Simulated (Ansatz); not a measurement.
System: C2ClF2, charge 0, multiplicity 2. It need not be the lowest isomer of its formula. 
Coordinates optimised at B3LYP-D3(BJ)/def2-TZVP (Ansatz, an electronic-structure program):
```xyz
5

C      0.4643    -0.4824     0.0166
C     -0.8287    -0.2963     0.0617
F     -1.7111    -1.2730     0.1796
F     -1.4431     0.8795    -0.0027
Cl     1.7985     0.4831    -0.1213
```
Charge 0, spin multiplicity 2.

Parts of the frozen-core correlation energy in 6-31G* (Ansatz, hartree). Frozen orbitals: 9; correlated occupied orbitals by spin: 15 and 14; virtual: 55 and 56. Open shells are spin-unrestricted. Spin-orbit coupling is left out. No relativistic terms.

```tsv
term	value
reference (HF)	-733.98024
MP2 opposite-spin	-0.49141
MP2 same-spin	-0.19131
CCSD correlation	-0.71763
(T)	-0.02164
T1 diagnostic	0.028
largest doubles amplitude	0.107
<S^2> of the reference	0.939
```
